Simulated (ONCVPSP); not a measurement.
# Ta: what ONCVPSP 4.0.1 does with a changed input

Command:

```bash
oncvpspr.x < Ta.dat > Ta.out
```

Input:

```
# ATOM AND REFERENCE CONFIGURATION
# atsym  z   nc   nv     iexc    psfile
  Ta 73.00   11    3        4      upf
#
#   n    l    f
    1    0    2.00
    2    0    2.00
    2    1    6.00
    3    0    2.00
    3    1    6.00
    3    2   10.00
    4    0    2.00
    4    1    6.00
    4    2   10.00
    4    3   14.00
    5    0    2.00
    5    1    6.00
    5    2    3.00
    6    0    2.00
#
# PSEUDOPOTENTIAL AND OPTIMIZATION
# lmax
    3
#
#   l,   rc,      ep,       ncon, nbas, qcut
    0    2.85    0.00    5    9    2.50
    1    1.90    0.00    3    7    6.40
    2    2.65    0.00    5    9    6.90
    3    2.15    0.18    3    8    5.20
#
# LOCAL POTENTIAL
# lloc, lpopt,  rc(5),   dvloc0
    4    5    1.60    6.00
#
# VANDERBILT-KLEINMAN-BYLANDER PROJECTORs
# l, nproj, debl
    0    2    0.00
    1    2    3.10
    2    2    3.60
    3    2    3.20
#
# MODEL CORE CHARGE
# icmod, fcfact, rcfact
    2    0.60    1.00
#
# LOG DERIVATIVE ANALYSIS
# epsh1, epsh2, depsh
   -3.00    5.00    0.02
#
# OUTPUT GRID
# rlmax, drl
    6.00    0.01
#
# TEST CONFIGURATIONS
# ncnf
    4
# nvcnf
#   n    l    f
    3
    5    1    6.00
    5    2    3.00
    6    0    1.00
#
    3
    5    1    6.00
    5    2    3.00
    6    0    0.00
#
    3
    5    1    6.00
    5    2    2.00
    6    0    0.00
#
    3
    5    1    5.00
    5    2    3.00
    6    0    2.00
#
```

Output:

```
ONCVPSP  (Optimized Norm-Conservinng Vanderbilt PSeudopotential)
relativistic version 4.0.1

#   n    l    f        energy (Ha)
    1    0    2.00    -2.4724758D+03
    2    0    2.00    -4.2450630D+02
    2    1    6.00    -3.5896746D+02    -4.0565083D+02
    3    0    2.00    -9.7240755D+01
    3    1    6.00    -7.8821428D+01    -8.8871737D+01
    3    2   10.00    -6.2523633D+01    -6.4712374D+01
    4    0    2.00    -1.9825098D+01
    4    1    6.00    -1.4062643D+01    -1.6376519D+01
    4    2   10.00    -7.9769103D+00    -8.4019110D+00
    4    3   14.00    -8.7301315D-01    -9.4583964D-01
    5    0    2.00    -2.6766226D+00
    5    1    6.00    -1.3574616D+00    -1.6789822D+00
    5    2    3.00    -1.2375282D-01    -1.4521958D-01
    6    0    2.00    -2.0013872D-01

Reference configufation results
  iterations    29
  all-electron total energy (Ha)   -1.56258956D+04

Begin loop to  construct optimized pseudo wave functions
and semi-local pseudopoentials for all angular momenta
oncvpsp: ERROR debl =   0.000������@
������@
������	@   0.000
for l=
```

This input was made by a single change from one that runs to its end. What was changed?

The change: debl of l = 0 set to 0.00 Ha. The program stops during the generation: "oncvpsp: ERROR debl = 0.000������@".
